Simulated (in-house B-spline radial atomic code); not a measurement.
A fraction x of an electron is removed from 4f in Nd3+, starting from [Xe] 4f3 and keeping the highest spin. All numbers are computed (scalar-relativistic (X2C) HSE06, spin-polarised, spherical fractional occupations; Fermi nucleus of rms radius 4.9123 fm) with an all-electron radial atomic-structure program (B-spline basis), not measured.

Caution: exact exchange at fractional occupations of open shells leaves self-interaction of up to several eV.

```
   x  E(x) - E(0) (eV)  4f up level (eV)
   0            0.0000           -31.166
0.05            1.5794           -32.011
0.16            5.2038           -33.891
0.31           10.4823           -36.497
0.47           16.5480           -39.331
 0.5           17.7360           -39.868
 0.6           21.8129           -41.673
0.66           24.3460           -42.766
0.86           33.2672           -46.460
0.98           38.9774           -48.715
```
